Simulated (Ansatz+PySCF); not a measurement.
The numbers below are computed, except where a source is named.
## Several solutions for singlet BeH2

```json
{"atom": "H", "x (Å)": "0.0000", "y (Å)": "0.0000", "z (Å)": "-2.5443"}
{"atom": "Be", "x (Å)": "0.0000", "y (Å)": "0.0000", "z (Å)": "0.0000"}
{"atom": "H", "x (Å)": "0.0000", "y (Å)": "0.0000", "z (Å)": "2.5443"}
```

Basis set: 6-31G (spherical functions). Charge 0, multiplicity 1.

PBE0 (unrestricted) was run from several starts with Ansatz (development build ahead of 0.2.0) and PySCF 2.14.0.

| run | program | start | converged | energy (hartree) | <S²> |
| --- | --- | --- | --- | --- | --- |
| A | Ansatz | search for the lowest state | yes | -15.65844 | 0.85 |
| B | PySCF | program defaults | yes | -15.64327 | 0.00 |
| C | Ansatz | atomic start, no search | yes | -15.64327 | 0.00 |
| D | Ansatz | stability test followed | yes | -15.65844 | 0.85 |

Which runs reached the lowest solution of this kind, and what is wrong with the others?

A, D reached the lowest solution found. Converged but too high: B by 0.41 eV, C by 0.41 eV. Convergence only shows a stationary point, and even a stable one can lie too high; stability tests and further starts are what find lower ones. Caution: charge can spread falsely over distant fragments. Caution: the unrestricted determinant is a mixture of spin states.
